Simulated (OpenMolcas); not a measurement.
Computed levels of 3s2 3p2 in ions with 14 electrons, in cm-1 above 3P0.

```yaml
Program: OpenMolcas 26.06
Method: CASSCF
Basis: ANO-RCC-VQZP
Scalar_Hamiltonian: DKH2, point nucleus
Spin-orbit_coupling: state interaction with AMFI integrals over the reference wave functions, term energies averaged over their components
```

Active space for each ion: 4 electrons in 8 orbitals (3s 3p 4s 4p).

| Level | P+ | S2+ | Ar4+ |
| --- | --- | --- | --- |
| 3P1 | 139 | 259 | 694 |
| 3P2 | 400 | 730 | 1867 |
| 1D2 | 11250 | 14016 | 19310 |
| 1S0 | 19808 | 25068 | 35119 |

Question: Estimate 3P2, 1D2, 1S0 for Cl3+ from its neighbours S2+ and Ar4+.

Answer: 3P2 is fine structure, which grows about as the fourth power of a screened charge, so the fourth roots are averaged: ((730^0.25 + 1867^0.25) / 2)^4 = 1200. The calculation gives 1201, so the estimate is off by -0.1 %; the measured value is 1341 (Moore, Atomic Energy Levels, vol. I, NSRDS-NBS 35 (1971 reprint of NBS Circular 467, 1949)).
1D2 is another term, which grows about linearly with the charge: (14016 + 19310) / 2 = 16663. The calculation gives 16702, so the estimate is off by -0.2 %; the measured value is 13766 (Moore, Atomic Energy Levels, vol. I, NSRDS-NBS 35 (1971 reprint of NBS Circular 467, 1949)).
1S0 is another term, which grows about linearly with the charge: (25068 + 35119) / 2 = 30094. The calculation gives 30153, so the estimate is off by -0.2 %; the measured value is 32550 (Moore, Atomic Energy Levels, vol. I, NSRDS-NBS 35 (1971 reprint of NBS Circular 467, 1949)).

Without dynamic correlation excited terms often stand tens of per cent too high (terms of higher spin than the ground term too low), and those without a measured partner can miss by more than the paired ones (holds for P+). The run also gave levels led by 3s2 3p 4s, which use shells meant for correlation; these and all levels above them are left out (holds for P+). Active for correlation alone: 4p 4s; no level in the range computed is led by a configuration that fills them, so any true level of that kind is missing (holds for S2+; Cl3+; Ar4+). Measured partners are found by configuration, term and J. A level has none where our copy of the source lacks it or the pairing is in doubt (some pairs that miss far off the trend of their configuration count as doubtful), and it then counts in no deviation. Only configurations of the active space appear.
